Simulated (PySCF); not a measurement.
Computed structure and properties of [Eu(NH3)]3+

System: [Eu(NH3)]3+ (singlet in the valence; each metal's 4f electrons, 6 of them, lie in its core potential, out of spins and levels); start: template (C3v). Method: PySCF 2.14.0, RKS PBE0, Eu lcecp-1-SVP with ECP52, N def2-SVP, H def2-SVP; non-relativistic Hamiltonian with scalar-relativistic core potentials where named; density fitting; no spin-orbit coupling.

Input of the relaxation:

```python
mol = gto.M(atom='''
Eu     0.00000     0.00000    -0.26206
N     -0.00000    -0.00000     2.28294
H      0.93916     0.00004     2.68094
H     -0.46961     0.81332     2.68094
H     -0.46955    -0.81335     2.68094''',
    basis={'Eu': 'lcecp-1-SVP', 'N': 'def2-SVP', 'H': 'def2-SVP'},
    ecp={'Eu': 'lcecp-1-SVP'},
    charge=3, spin=0)
mf = dft.RKS(mol, xc='PBE0')
mf.grids.atom_grid = (50, 194)  # f atoms: unpruned, at least (60, 302)
mf = mf.density_fit()  # fitting sets: Eu AutoAux, N def2-universal-JKFIT, H def2-universal-JKFIT
mf.conv_tol = 1e-08; mf.max_cycle = 55
mf.kernel(dm0)  # dm0: converged density of the start geometry
# quasi-Newton relaxation in Cartesian coordinates to a largest gradient under 0.00045 Eh/bohr, steps kept in the point group
```

Run from Python with OMP_NUM_THREADS=2; the lines above give its settings. Where DIIS fails, smearing, a level shift and second-order steps follow.
It took 8.2 s on 2 threads of Arm Neoverse V2, with other jobs on the host, from the converged density of the start.

Course of the relaxation:

```csv
step,energy above end (eV),largest force component within the symmetry (eV/Å)
0,0.1616,2.525
1,0.0710,1.136
2,0.0174,0.452
3,0.0055,0.375
4,0.0001,0.079
5,0.0000,0.010
6,0.0000,0.002
```

Relaxed geometry (C3v):

```xyz
5

Eu    0.0000    0.0000   -0.1466
N     0.0000    0.0000    2.2086
H     0.9414    0.0000    2.6673
H    -0.4707    0.8153    2.6673
H    -0.4707   -0.8153    2.6673
```

```json
{"contact": "Eu1–N2 (NH3)", "Å": "2.355"}
```

On the finer grid (75, 302):

```yaml
HOMO: -27.60 eV
LUMO: -20.21 eV
Dipole_about_the_centre_of_mass: 3.68 D
Set_of_Mulliken_populations_of_Eu1_outside_the_core_potential: s 2.08, p 6.05, d 0.38, f 0.02
D3_BJ_dispersion_energy_not_in_the_energies: -0.058 eV
```

```
atom  Mulliken (e)  Löwdin (e)  spin (e)
 Eu1          2.48        2.40      0.00
  N2         -0.37        0.01      0.00
  H3          0.30        0.20      0.00
  H4          0.30        0.20      0.00
  H5          0.30        0.20      0.00
```

The 4f levels lie in the core potential and are missing. Their spin isn't counted.

A rough frequency check found all modes real, so this is a minimum.

Taking off one NH3 (charge 0, singlet; the rest: singlet) in vacuum, both parts rigid, costs 5.59 eV; the small basis without counterpoise inflates it. Parting with an electron moved from the ligand to the metal can be far cheaper, even downhill.

Rigid scan of NH3 along the line from its metal:

```json
{"distance to N2 (Å)": "2.06", "energy (eV)": "0.627"}
{"distance to N2 (Å)": "2.16", "energy (eV)": "0.242"}
{"distance to N2 (Å)": "2.26", "energy (eV)": "0.053"}
{"distance to N2 (Å)": "2.36", "energy (eV)": "0.000"}
{"distance to N2 (Å)": "2.46", "energy (eV)": "0.041"}
{"distance to N2 (Å)": "2.56", "energy (eV)": "0.144"}
{"distance to N2 (Å)": "2.76", "energy (eV)": "0.459"}
```

One start shape was tried, so this needn't be the lowest isomer.

An lcecp potential fixes the number of 4f electrons, so in runs with it no electron can move into or out of that shell.
